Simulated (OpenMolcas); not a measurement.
An atom or ion with 4 electrons was computed by SS-CASPT2, IPEA 0.25 Eh, imaginary shift 0.1 Eh with spin-orbit coupling (OpenMolcas, ANO-RCC-VQZP, DKH2). The lowest levels that the run gave, each within 12 % of the measured value where one is at hand:

```csv
J,Parity,E (cm⁻¹),g
0,even,0.0,
0,odd,21977,
1,odd,21978,1.501
2,odd,21980,1.501
1,odd,45587,1.000
0,even,60063,
1,even,60064,1.501
2,even,60066,1.501
2,even,62522,1.000
```

**Question.** Which ion is it, and what are the configurations and terms?

**Answer.** neutral beryllium (Z = 4, neutral; active space 2 electrons in 4 orbitals (2s 2p)). J, parity and g give the terms where levels are pure, and mixed ones are named by the computed weights; the size of the splittings, set against known spectra of the 4-electron sequence, gives the charge. In order, with the measured energies in cm⁻¹ (NIST Handbook of Basic Atomic Spectroscopic Data): 2s² ¹S₀, 2s 2p ³P°₀ (21978), 2s 2p ³P°₁ (21979), 2s 2p ³P°₂ (21981), 2s 2p ¹P°₁ (42565), 2p² ³P₀ (59694), 2p² ³P₁ (59695), 2p² ³P₂ (59697), 2p² ¹D₂ (56882).

Measured partners are found by configuration, term and J. A level has none where our copy of the source lacks it or the pairing is in doubt (some pairs that miss far off the trend of their configuration count as doubtful), and it then counts in no deviation. Levels of configurations outside the active space are missing.

° marks odd parity.
